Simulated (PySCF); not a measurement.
A simulated first-order isotropic EPR spectrum at 9.586 GHz has these lines.

```csv
field (mT),relative intensity
332.62,1
335.15,3
335.68,1
336.61,1
336.73,1
337.69,3
338.21,3
339.14,3
339.26,3
339.67,1
339.78,1
340.22,1
340.71,1
340.75,3
341.67,3
341.79,3
342.20,3
342.32,3
343.25,3
343.28,1
343.77,1
344.21,1
344.32,1
344.73,3
344.85,3
345.78,3
346.31,3
347.27,1
347.38,1
348.31,1
348.84,3
351.37,1
```

(1) Find the g value from the centre of the pattern.

(2) Which couplings and how many nuclei make this pattern?

(3) The radical has the formula C6H10N. Propose a structure, and say which nuclei carry the couplings.

## Answers

(1) The pattern is symmetric about 342.00 mT, so g = hν/(μB·B0) = 9586/(13.99624 × 342.00) = 2.0026, a shift of +0.3 × 10⁻³ from the free-electron value.

(2) The first two lines at either end are about 2.53 mT apart, which is the smallest coupling, and their intensity ratio 1:3 counts the nuclei that share it. In full: a 1:1 doublet of 4.10 mT (115 MHz), from 1 nucleus of spin 1/2; a 1:1 doublet of 3.99 mT (112 MHz), from 1 nucleus of spin 1/2; a 1:1 doublet of 3.06 mT (86 MHz), from 1 nucleus of spin 1/2; a 1:3:3:1 quartet of 2.53 mT (71 MHz), from 3 nuclei of spin 1/2. Check: Σ 2nI·a is the distance from the first to the last line, 18.75 mT.

(3) The pattern alone needn't single out one isomer; the structure behind this simulation is `[H]/N=C1/C[C](C)[C@H]1C` [radical], numbered [H]/[N:5]=[C:4]1/[CH2:3][C:2]([CH3:1])[C@H:6]1[CH3:7] (hydrogens: H8, H9, H10 on C1; H11, H12 on C3; H13 on N5; H14 on C6; H15, H16, H17 on C7). 4.10 mT: 1H at H11 (β, 2 bonds from C2; computed sign +); 3.99 mT: 1H at H14 (β, 2 bonds from C2; computed sign +); 3.06 mT: 1H at H12 (β, 2 bonds from C2; computed sign +); 2.53 mT: 1H at H8/H9/H10 (β, 2 bonds from C2; computed sign +). The largest Mulliken spin populations are on C2 (+0.96), C3 (-0.08), C1 (-0.07) and C6 (-0.07). No atom but C2 exceeds +0.15. The positive populations add up to 1.24 and the negative ones to -0.24, together 2S = 1. The angles at C2 add up to 352.9°, so it is slightly pyramidal.

Theory: PySCF, UKS B3LYP, pcH-1 on C H N, non-relativistic, mean-field spin-orbit, GIAO. Isolated species at its GFN2-xTB geometry, gas phase. Couplings are sensitive to structure, and on GFN2-xTB geometries they can be far from those on DFT ones. Stability of the SCF solution: not tested.

Nuclei that the bonding pattern makes equivalent are averaged, as if the motion that swaps them (rotation, inversion, ring flip) were fast. The three 1H nuclei of mean +71.0 MHz run from 28.1 to 143.8 MHz in the frozen geometry.

First-order positions only. To second order lines move to lower field by a²/(2B0)·[J(J+1) − M²], with J the total spin of the equivalent nuclei and M its projection: up to 0.03 mT for the 2.53 mT coupling at this field, and inner lines split by J.

Rare isotopes and splittings under 0.04 mT were left out of the simulation.
